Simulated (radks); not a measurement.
Task: Radial electron density D(r) = 4 pi r^2 rho(r) of an atom or ion with 62 electrons. Method: scalar-relativistic Kohn-Sham, r2SCAN, spin-polarised, spherical densities, finite nucleus; meta-GGA in the generalised Kohn-Sham scheme; Fermi nuclear charge, rms radius of each element as measured or else 0.836 A^(1/3) + 0.57 fm; computed with a radial shooting solver on a logarithmic mesh with Libxc functionals.

```
   r/bohr * D(r) (the largest magnitude, 110, reaches the edge; | marks zero)
 0.003831 |              *
  0.00446 |                 *
 0.005234 |                    *
 0.006142 |                        *
  0.00715 |                            *
 0.008391 |                                *
 0.009769 |                                    *
  0.01146 |                                      *
  0.01345 |                                        *
  0.01566 |                                         *
  0.01838 |                                        *
   0.0214 |                                       *
  0.02511 |                                     *
  0.02946 |                                    *
   0.0343 |                                     *
  0.04025 |                                        *
  0.04686 |                                             *
  0.05499 |                                                   *
  0.06402 |                                                      *
  0.07513 |                                                      *
  0.08816 |                                                  *
   0.1026 |                                            *
   0.1204 |                                        *
   0.1402 |                                         *
   0.1645 |                                             *
   0.1931 |                                                *
   0.2248 |                                            *
   0.2638 |                                   *
   0.3071 |                         *
   0.3604 |                   *
   0.4195 |                    *
   0.4923 |                      *
   0.5778 |                      *
   0.6726 |                  *
   0.7893 |             *
   0.9189 |        *
    1.078 |      *
    1.265 |    *
    1.473 |   *
    1.729 |  *
    2.013 | *
    2.362 |*
    2.772 *
    3.227 *
    3.786 *
    4.408 *
    5.173 *
    6.022 *
    7.067 *
    8.293 *
    9.655 *
    11.33 *
    13.19 *
```

What is the nuclear charge?

Result: Z = 63. The innermost maximum, from 1s, lies near gamma/Z bohr with gamma = sqrt(1 - (Z/c)^2) = 0.888, here 0.0141 bohr (found: 0.0154), and its height grows with Z. The density is that of the europium ion Eu+ in [Xe] 4f7 6p1; the configuration itself is not fixed sharply by these data, and Z only to a few units. D(r) has 4 maxima, at r = 0.0154, 0.0688, 0.193, 0.529 bohr, and minima at 0.0297, 0.126, 0.381 bohr, inside which lie 1.95, 11.14, 29.29 electrons.
